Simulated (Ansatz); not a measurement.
Geometry optimisation, Ansatz, RKS PBE0-D4/def2-SVP.

input.yaml

```yaml
crystal:
  periodic: [false, false, false]
  atoms:
    - { symbol: Al, position_ang: [0.053641, -0.673409, -0.394679] }
    - { symbol: H, position_ang: [0.01072, 0.221121, 2.216096] }
    - { symbol: Cl, position_ang: [1.826917, 0.376428, -0.728846] }
    - { symbol: Cl, position_ang: [-1.753939, 0.044823, -1.154593] }
    - { symbol: "N", position_ang: [0.057208, -2.244257, 0.592244] }
    - { symbol: H, position_ang: [-0.723253, -2.890328, 0.558416] }
    - { symbol: H, position_ang: [0.916214, -2.710775, 0.85792] }
    - { symbol: H, position_ang: [-0.019509, -0.469703, 2.006141] }
basis:
  gaussian: { orbitals: def2-SVP }
hamiltonian:
  xc: pbe0
  dispersion: d4
relax:
  f_tol: 0.03
  max_steps: 50
output:
  orbitals: {}
```

Command:

```bash
$ ansatz run input.yaml --threads 2 --pin off --max-ram 3072MiB --backend cpu --events-out ev --progress --plain --runs-dir out
```

Problem. Where does it end, and by what steps?

Solution. It converged. After 6 steps the energy has fallen by 0.236 eV; H2 moved furthest, 0.47 Å.

```csv
step,energy less start (eV),largest force component (eV/Å),accepted
0,0.0000,1.811,yes
1,-0.1606,1.038,yes
2,-0.1988,0.658,yes
3,-0.2202,0.317,yes
4,-0.2170,0.857,no
5,-0.2333,0.128,yes
6,-0.2364,0.014,yes
```

```xyz
8
Properties=species:S:1:pos:R:3
Al 0.075 -0.730 -0.169
H -0.091 0.486 1.842
Cl 1.860 0.308 -0.537
Cl -1.737 0.103 -0.820
N 0.115 -2.383 0.429
H -0.697 -2.984 0.506
H 0.961 -2.896 0.649
H -0.118 -0.251 2.053
```

Whether the end is a true minimum wasn't checked by a vibrational analysis.

Time of the run: 17 s on 2 threads of Arm Neoverse V1, on a shared host, peak memory 0.18 GiB.
